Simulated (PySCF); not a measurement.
# From computed data to an observable: entropy of an ideal gas

SnFI, SMILES [F][Sn][I] (connectivity only; charge and spin as stated), neutral, multiplicity 1.

The structure is a stationary point at B3LYP-D3(BJ)/def2-TZVP. The def2 effective core potentials stand for the cores of I, Sn; spin–orbit coupling is left out.

PySCF with B3LYP-D3(BJ)/def2-TZVP gives the harmonic wavenumbers 121, 193, 571 cm⁻¹ and the rotational temperatures 0.4134, 0.0463, 0.0417 K. The molar mass is 264.61 g/mol, the symmetry number 1, the spin multiplicity 1.

Task: Work out the entropy at 298.15 K and 1 atm in the rigid-rotor, harmonic-oscillator model.

Result: 
Translation (Sackur–Tetrode at 1 atm): S = R[1.5 ln M + 2.5 ln T − 1.16487] = 178.3 J/(mol K).
Rotation: q = (√π/σ) T^1.5/√(θA θB θC) = 323000, S = R[ln q + 3/2] = 117.9 J/(mol K).
Vibration: with u = 1.4388 ν/T, each mode gives R[u/(e^u − 1) − ln(1 − e^−u)]:
| ν (cm⁻¹) | modes | u | S (J/(mol K)) |
|---|---|---|---|
| 121 | 1 | 0.58 | 12.90 |
| 193 | 1 | 0.93 | 9.20 |
| 571 | 1 | 2.76 | 2.10 |
These are all the modes. Sum 24.2 J/(mol K).
Spin: R ln 1 = 0.0 J/(mol K).
Total 320.5 J/(mol K); the program's own thermochemistry gives 320.5. Translation makes up 56 % and vibration 8 %. Anharmonicity, hindered rotation and orbital degeneracy are left out.
